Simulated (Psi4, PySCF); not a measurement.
Conformational energy of SMILES CC(C)(C)C[SiH2][SeH] (C₅H₁₄SeSi). Scanned: dihedral C2–C5–Si6–Se7; all other coordinates were relaxed at GFN2-xTB. Points at φ and −φ are mirror images. Heavy atoms are numbered in the order of the SMILES CC(C)(C)C[SiH2][SeH], hydrogens after them in the order of the atoms that carry them; the mirror image has the same energies with the sign of each dihedral reversed.

RHF/3-21G = PySCF with restricted Hartree-Fock/3-21G, density fitting // GFN2-xTB; PBE/def2-SVP // GFN2-xTB (Psi4); PBE-D3(BJ)/def2-SVP // GFN2-xTB (Psi4).

Energies in kJ/mol, each method relative to its own lowest point.

```
φ / °  RHF/3-21G  PBE/def2-SVP  PBE-D3(BJ)/def2-SVP
-----  ---------  ------------  -------------------
-150         0.8           1.3                  2.1
-120         1.9           3.5                  3.8
-90          2.0           2.2                  1.1
-60          4.2           1.3                  0.0
-30         10.6           6.0                  4.3
0           15.6          11.0                  9.4
30          10.6           6.0                  4.3
60           4.2           1.3                  0.0
90           2.0           2.2                  1.1
120          1.9           3.5                  3.8
150          0.8           1.3                  2.1
180          0.0           0.0                  0.9
```
